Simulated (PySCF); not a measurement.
Removing an electron from `FC1=C[CH2][GeH2][CH2]1`

Compound: C4H7FGe.
Z-matrix (Å and degrees, PBE0-D3(BJ)/def2-SVP geometry), rows numbered from 1:
```
F 
C   1  1.3369
C   2  1.3392  1  121.30
C   3  1.5009  2  119.27  1   179.59
Ge  4  1.9754  3  102.57  2     3.50
C   2  1.4926  1  115.87  3   179.51
H   3  1.0944  2  119.40  1    -0.00
H   4  1.1023  3  112.22  2   123.64
H   4  1.1030  3  112.00  2  -116.56
H   5  1.5393  4  112.94  3   111.51
H   5  1.5388  4  114.53  3  -122.24
H   6  1.1026  2  110.95  1   -63.22
H   6  1.1016  2  111.32  1    56.02
```

Level: wB97X-D/def2-SVPD (PySCF). Frontier orbitals with their largest atomic shares (Löwdin; up to four atoms above 4 %):

```csv
orbital,ε (eV),main atoms
HOMO−3,-11.27,"Ge5 38 %, H10 24 %, H11 23 %, C6 4 %"
HOMO−2,-10.93,"Ge5 27 %, C6 21 %, H11 10 %, H10 9 %"
HOMO−1,-10.33,"C4 32 %, Ge5 24 %, C6 18 %, C3 5 %"
HOMO,-8.83,?
LUMO,1.91,"Ge5 49 %, H11 9 %, H10 9 %, C6 5 %"
LUMO+1,2.08,"Ge5 32 %, C6 11 %, H10 10 %, H11 10 %"
LUMO+2,2.29,"C2 28 %, C3 28 %, C6 9 %, F1 6 %"
```

Problem. What vertical ionisation energy does ΔSCF give, and how far is −ε(HOMO) from it?

Solution. ΔSCF: 9.08 eV (876 kJ/mol; threshold wavelength 137 nm); ⟨S²⟩ of the doublet left behind is 0.752, against 0.75 for a pure doublet. −ε(HOMO) is 8.83 eV, 0.25 eV below it. For the exact functional −ε(HOMO) would equal the first vertical ionisation energy; wB97X-D (range-separated hybrid) comes within 0.25 eV of that here. Holes in the HOMO−1 and HOMO−2 were tried too where these lie within 1.2 eV of the HOMO; the lowest converged state counts.

Problem. On which atoms does the HOMO lie?

Solution. C3 (alkene CH carbon) 34 %, C2 (vinylic C–F carbon) 28 %, F1 (vinyl fluorine) 11 %, C4 (sp3 carbon bound to germanium) 9 %, so no atom holds as much as 40 %. The HOMO−1 lies 1.50 eV lower.

Problem. Shift the occupied levels rigidly so that −ε(HOMO) equals the ΔSCF value. What binding energies result?

Solution. The shift is +0.25 eV: HOMO 9.08, HOMO−1 10.58, HOMO−2 11.18, HOMO−3 11.52 eV. A rigid shift is only a rough guide to the deeper ionisations.

Problem. With α = 74.8 au, estimate the like-pair dispersion coefficient by London's formula C6 = (3/4)α²I.

Solution. I = 0.3338 Eh, so C6 ≈ 1400 au, a rough estimate.

Problem. What kinetic energy would electrons from this vertical process carry with He I light (21.218 eV)?

Solution. 21.22 − 9.08 = 12.14 eV.

Problem. What total energies stand behind the ΔSCF value?

Solution. E(N) = -2333.00893 Eh and E(N − 1) = -2332.67518 Eh at the same geometry, 0.33375 Eh apart.

Geometry: PBE0-D3(BJ)/def2-SVP; no solvent, vibrations or thermal averaging. The calculation is non-relativistic, for germanium too.

These values come from a run that also computed excited states and ΔSCF ions. Hardware: one thread of an Arm Neoverse N1, no GPU, on a shared host. Cost: 2.0 min of wall time, 1.0 GiB resident at most.

Note: wB97X-D ran without an empirical dispersion term, which enters the total energy and its gradient alone.
